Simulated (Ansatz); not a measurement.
AlCl2, SMILES `[Cl][Al-][Cl]` (lower singlet) (charge -1, multiplicity 1). This singlet lies 1.88 eV below the relaxed triplet at the level frozen-core CCSD(T)/aug-cc-pVTZ // PBE0-D3(BJ)/def2-TZVPD (Ansatz, a first-principles code).

Cartesian coordinates (Å):
SMILES: [Cl][Al-][Cl]
```xyz
3

Cl    -1.7345    -0.4962     0.0000
Al    -0.0018     0.9862     0.0000
Cl     1.7363    -0.4900     0.0000
```
Charge -1, spin multiplicity 1.

The restricted HF start is unstable towards unrestricted orbitals.

Q: Give the natural occupations of the active orbitals, the CASSCF energy and the corrected energy for frozen-core fic-MRCISD+Q@CASSCF(2e,2o)/aug-cc-pVTZ // PBE0-D3(BJ)/def2-TZVPD (Ansatz).

A: 
```
Quantity                         Value
-----------------------  -------------
natural occupations         1.90, 0.10
CASSCF energy            -1161.1595 Ha
corrected energy         -1161.6447 Ha
weight of the reference          0.868
```
